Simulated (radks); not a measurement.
Results of a calculation; reference values are marked as such.
Effect of the nuclear size on neutral tantalum, [Xe] 4f14 5d3 6s2. Code: a radial shooting solver on a logarithmic mesh with Libxc functionals. Model: Dirac Kohn-Sham, LDA (Slater exchange, Perdew-Wang correlation), spin-unpolarised, spherical densities, finite nucleus; open shells fill j = l - 1/2 first; Fermi nuclear charge, rms radius 5.3507 fm. The rms radius is varied about that value; shifts are against it.

rms radius (fm)  total energy shift (eV)  density at nucleus (e/bohr^3)  1s1/2 shift (meV)  2s1/2 shift (meV)  5p1/2 shift (meV)  6s1/2 shift (meV)  5d3/2 shift (meV)  6p1/2 (empty) shift (meV)
4.6498                             -13.1                      1.371e+06              -5320               -742              0.444             -0.425              0.410                      0.152
4.9976                             -6.75                      1.338e+06              -2740               -383              0.229             -0.219              0.211                      0.079
5.3507                                 0                      1.307e+06              0.000              0.000              0.000              0.000              0.000                      0.000
5.5273                              3.49                      1.293e+06               1420                198             -0.118              0.113             -0.109                     -0.041
6.0837                              15.0                      1.252e+06               6080                849             -0.506              0.486             -0.469                     -0.174

Slopes of the eigenvalues against <r^2> in GHz/fm^2, as finite differences over the two radii next to the reference (eigenvalue slopes, not the field-shift constants of lines): 1s1/2 180000, 2s1/2 25200, 5p1/2 -15.0, 6s1/2 14.4, 5d3/2 -13.9, 6p1/2 (empty) -5.17.
